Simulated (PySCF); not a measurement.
**Two-component Hartree-Fock for Hf (hafnium, neutral)**

Start: [Xe] 4f14 5d2 6s2; 5d3/2 filled at m_j = +1/2, +3/2. Calculated with PySCF 2.14 in x2c-TZVPall-2c: generalised Hartree-Fock with the X2C-1e Hamiltonian and a Gaussian nucleus; one run each with spin-orbit coupling (SO) switched off, then screened by Boettger's factors.

```
spinor shell  electrons  ε, spin-free (eV)  ε, screened SO (eV)  weight of nominal j (screened SO)  rms radius, screened SO (bohr)
       1s1/2          2           -65691.7             -65673.3                              1.000                          0.0215
       2s1/2          2           -11372.0             -11366.1                              1.000                          0.0869
       2p1/2          2            -9986.5             -10835.4                              1.000                          0.0740
       2p3/2          4            -9986.5              -9638.0                              1.000                          0.0812
       3s1/2          2            -2650.7              -2648.7                              1.000                           0.222
       3p1/2          2            -2229.4              -2413.5                              1.000                           0.214
       3p3/2          4            -2229.4              -2152.3                              1.000                           0.228
       3d3/2          4            -1726.1              -1758.9                              1.000                           0.202
       3d5/2          6            -1726.1              -1702.3                              1.000                           0.206
       4s1/2          2            -564.45              -563.70                              1.000                           0.498
       4p1/2          2            -423.68              -466.05                              1.000                           0.508
       4p3/2          4            -423.68              -405.64                              1.000                           0.541
       4d3/2          4            -238.22              -244.68                              1.000                           0.571
       4d5/2          6            -238.22              -233.16                              1.000                           0.583
       5s1/2          2            -80.192              -79.943                              1.000                            1.22
       5p1/2          2            -43.594              -50.124                              0.984                            1.38
       5p3/2          4            -43.594              -40.587                              0.992                            1.48
       4f5/2          6            -31.066              -31.715                              0.998                           0.747
       4f7/2          8            -31.066              -29.874                              0.999                           0.748
       5d3/2          2             -7.275               -7.388                              0.864                            2.57
       6s1/2          2             -6.501               -6.445                              0.984                            3.97
```

| quantity | spin-free | screened SO |
| --- | --- | --- |
| E (hartree) | -15066.93223 | -15082.77642 |
| M_J | 2 | 2 |
| ⟨J²⟩ | 8.086 | 6.878 |
| ⟨L²⟩ | 12.055 | 11.829 |
| ⟨S²⟩ | 2.031 | 2.030 |

The determinant has a definite M_J but mixes levels of different J.

Each row is a mean over spinors that exchange with the open shell spreads, by up to 2.427 eV (5p1/2).

Rows whose weight is well below 1 are mixtures of j = l ± 1/2: exchange outweighs spin-orbit coupling there, and the label is only the starting occupation.

Breit and QED terms are absent; they matter most for the inner s and p1/2 levels.

Densities and radii are taken from the X2C orbitals without a picture-change correction, which distorts them close to the nucleus.

Without spin-orbit coupling the j labels of p, d and f shells carry no meaning; the spin-free column gives the mean over the occupied spinors of each nl shell, and its ⟨J²⟩ belongs to a mixture of degenerate components.
